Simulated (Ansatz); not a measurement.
`N[SiH2]C(F)[TeH]` → `C[Te][SiH](N)F`  (isomerisation)

Computed with Ansatz on PBE0-D4/def2-TZVP structures; ΔE is electronic, products minus reactants. CBS: MP2 limit from def2 TZ/QZ plus the TZ coupled-cluster correction, frozen cores. Functionals use def2-TZVPP. B3LYP here is the variant with VWN-RPA as its local correlation; programs differ in this. Elements past krypton have def2 core potentials. For Te outer-core shells are correlated without core-valence functions, which leaves a few kJ/mol of doubt a bond. One conformer a species, not always the lowest.

`N[SiH2]C(F)[TeH]`:

```xyz
11

N    -0.973    0.510    1.444
Si   -0.694   -0.552    0.137
C     1.098   -0.485   -0.492
F     1.341   -1.465   -1.438
Te    1.549    1.480   -1.244
H    -0.819    1.502    1.365
H    -0.921    0.189    2.395
H    -0.974   -1.928    0.626
H    -1.544   -0.224   -1.035
H     1.817   -0.611    0.326
H     0.121    1.584   -2.083
```

`C[Te][SiH](N)F`:

```xyz
11

C     1.937    0.512   -0.414
Te    0.549   -0.285   -1.853
Si   -1.160   -0.878   -0.172
N    -1.395    0.452    0.863
F    -0.739   -2.075    0.805
H     1.371    0.944    0.408
H     2.582   -0.287   -0.058
H     2.520    1.279   -0.917
H    -2.335   -1.386   -0.923
H    -1.826    0.340    1.767
H    -1.504    1.382    0.495
```

Task: Is it downhill or uphill in electronic energy at CCSD(T)/CBS, and by how much? (Estimate.)

Result: The calculation gave: Downhill: ΔE = -311.7 kJ/mol.

Task: What do these levels give: r2SCAN-D4, PBE0-D4, B3LYP-D4, ωB97M-V, PBE, r2SCAN, PBE0, HF/def2-TZVPP, CCSD(T)/def2-TZVPP, MP2/def2-QZVPP, SCS-MP2/def2-QZVPP, CCSD/CBS(def2)? (Estimate.)

Result: Computed: r2SCAN-D4 -304.4, PBE0-D4 -302.0, B3LYP-D4 -299.5, ωB97M-V -302.4, PBE -290.6, r2SCAN -304.6, PBE0 -302.4, HF/def2-TZVPP -318.4, CCSD(T)/def2-TZVPP -304.6, MP2/def2-QZVPP -325.7, SCS-MP2/def2-QZVPP -318.1, CCSD/CBS(def2) -314.4 kJ/mol.

Largest T1 diagnostic among the species: 0.012.

From PBE to PBE0 (25 % exact exchange), in def2-TZVPP and without D4, ΔE moves by −11.8 kJ/mol.
